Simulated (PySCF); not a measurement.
SMILES [SiH2](C(C)(C)C)[SiH2]B(O)O (C4H15BO2Si2), GFN2-xTB optimised geometry.

```
24

C      0.34    -1.17     1.27
C      0.84    -0.48     0.00
C      2.36    -0.48     0.00
C      0.34     0.96     0.00
Si     0.17    -1.40    -1.56
Si    -2.14    -1.31    -1.70
B     -2.96    -2.89    -2.56
O     -2.35    -3.34    -3.68
O     -4.07    -3.57    -2.15
H      0.69    -2.21     1.30
H      0.72    -0.66     2.16
H     -0.74    -1.17     1.31
H      2.75     0.02    -0.88
H      2.75    -1.50     0.01
H      2.75     0.03     0.88
H      0.71     1.50     0.87
H      0.69     1.49    -0.89
H     -0.75     1.00     0.02
H      0.84    -0.79    -2.71
H      0.71    -2.77    -1.48
H     -2.75    -1.09    -0.36
H     -2.53    -0.06    -2.39
H     -2.76    -4.11    -4.08
H     -4.52    -3.26    -1.37
```

Density from CAM-B3LYP/def2-SVP (PySCF) at that geometry.

Minimum of the electron density along straight lines between bonded atoms, close to the bond critical point (lines longer than 1.1 times the sum of covalent radii, or with two minima, are not listed):

| bond | length / Å | ρ at the minimum / e bohr⁻³ | ∇²ρ there / e bohr⁻⁵ | position (fraction from the first atom) |
|---|---|---|---|---|
| C1–C2 | 1.528 | 0.244 | -0.55 | 0.51 |
| C2–C3 | 1.528 | 0.244 | -0.55 | 0.50 |
| C2–C4 | 1.528 | 0.244 | -0.56 | 0.50 |
| C2–Si5 | 1.926 | 0.111 | 0.27 | 0.62 |
| Si6–B7 | 1.969 | 0.115 | 0.12 | 0.38 |
| B7–O8 | 1.351 | 0.208 | 1.19 | 0.33 |
| B7–O9 | 1.364 | 0.199 | 1.12 | 0.33 |
| C1–H10 | 1.088 | 0.277 | -1.02 | 0.63 |
| C1–H11 | 1.091 | 0.275 | -1.00 | 0.63 |
| C1–H12 | 1.088 | 0.277 | -1.02 | 0.63 |
| C3–H13 | 1.088 | 0.277 | -1.02 | 0.63 |
| C3–H14 | 1.088 | 0.277 | -1.02 | 0.63 |
| C3–H15 | 1.090 | 0.275 | -1.00 | 0.63 |
| C4–H16 | 1.091 | 0.275 | -1.00 | 0.63 |
| C4–H17 | 1.088 | 0.277 | -1.02 | 0.63 |
| C4–H18 | 1.088 | 0.277 | -1.02 | 0.63 |
| Si5–H19 | 1.473 | 0.114 | 0.33 | 0.49 |
| Si5–H20 | 1.476 | 0.114 | 0.32 | 0.49 |
| Si6–H21 | 1.488 | 0.110 | 0.31 | 0.49 |
| Si6–H22 | 1.477 | 0.112 | 0.33 | 0.49 |
| O8–H23 | 0.960 | 0.352 | -2.39 | 0.82 |
| O9–H24 | 0.955 | 0.358 | -2.51 | 0.82 |
